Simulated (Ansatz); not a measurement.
Consider the ligand exchange at the Al–N bond: `[AlH2]/[N]=C\[SeH]` + `C=N` → `C=[N][AlH2]` + `N=C[SeH]`.

Isolated molecules relaxed with PBE0-D4/def2-TZVP in Ansatz; ΔE leaves out vibrations. CCSD(T)/CBS adds triple-zeta CCSD(T) − MP2 to the extrapolated MP2 energy (def2 sets, frozen cores). This one scheme is used for every species. Functionals use def2-TZVPP. HSE06 is defined as in plane-wave codes. For Se outer-core shells are correlated without core-valence functions, which leaves a few kJ/mol of doubt a bond. Scalar relativity is left out up to krypton. One conformer a species, not always the lowest.

`[AlH2]/[N]=C\[SeH]`:

```xyz
8

Al   -1.636    0.546   -1.090
N    -0.114    0.155   -0.316
C     0.930   -0.141    0.271
Se    0.967   -0.985    2.008
H    -2.246    1.975   -0.807
H    -2.273   -0.549   -2.032
H     1.939    0.038   -0.119
H     2.433   -1.037    2.085
```

`C=N`:

Z-matrix (Å, degrees):
```
C
N 1 1.261
H 1 1.096 2 124.9
H 1 1.092 2 118.8 3 -180.0
H 2 1.021 1 111.0 3 -0.0
```

`C=[N][AlH2]`:

```xyz
7

C     1.326   -0.535   -0.440
N     0.226   -0.090   -0.074
Al   -1.324    0.535    0.439
H     2.221   -0.501    0.201
H     1.479   -0.994   -1.429
H    -2.295   -0.464    1.183
H    -1.633    2.050    0.119
```

`N=C[SeH]`:

Z-matrix (Å, degrees):
```
C
Se 1 1.903
N 1 1.257 2 119.6
H 1 1.094 2 114.0 3 180.0
H 2 1.468 1 94.0 3 -180.0
H 3 1.018 1 111.3 2 -180.0
```

| level | ΔE (kJ/mol) |
| --- | --- |
| PBE-D4 | 19.2 |
| revPBE-D4 | 19.8 |
| r2SCANh-D4 | 18.9 |
| r2SCAN0-D4 | 18.4 |
| B2PLYP | 19.3 |
| HSE06 | 17.5 |
| BHLYP | 16.8 |
| HF/CBS(def2) | 15.4 |

(1) What does CCSD(T)/CBS give? (Estimate.)

Largest T1 diagnostic among the species: 0.015.

Results:

(1) Ansatz gave: +18.8 kJ/mol. The listed levels differ from it by 0.4, 1.0, 0.1, -0.4, 0.5, -1.3, -2.0, -3.4 kJ/mol.

Leaving LDA and LC-ωPBE aside and taking each functional with its dispersion term where it has one, the values, not all of them listed here, spread over 5.5 kJ/mol, from ωB97X-V to BLYP-D4. In def2-TZVPP, CCSD(T) changes the Hartree–Fock value by +3.2 kJ/mol (the triples alone add +1.4 kJ/mol) and MP2 by +4.8 kJ/mol.
